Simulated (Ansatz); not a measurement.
Job for Ansatz (a quantum-chemistry and plane-wave program): R-B97M-V/def2-TZVPP on HNbO (SMILES [OH][Nb]), 2S+1 = 1, a spin state set in the input, which need not be the lowest. Elements past Kr take the def2 small-core potentials; no spin–orbit coupling.

Ansatz 0.2 input:
```yaml
crystal:
  periodic: [false, false, false]
  atoms:
    - {symbol: Nb, position_ang: [-0.95814544, -0.83494818, -0.85517677]}
    - {symbol: O, position_ang: [0.16539478, 0.17018647, 0.13227538]}
    - {symbol: H, position_ang: [0.75958193, 0.71213331, 0.65258176]}
basis:
  gaussian:
    orbitals: def2-TZVPP
hamiltonian:
  xc: {name: B97M-V}
```

The head of its log:

```
WARN ansatz: RAYON_NUM_THREADS=1 ignored (pool sized by the plan → 1); use --threads N
Functional definition: B97M-V
integrals: 0.03 GiB planned
539 factors; their error is unknown
mean field: 0.29 GiB planned
mean field evaluation 1: about -3599.0057 eV, gradient 6.7e1 eV
mean field evaluation 2: about -3545.3469 eV, gradient 1.5e2 eV
```

Problem. Give the final energy of this run.

Solution. -132.7011 hartree.
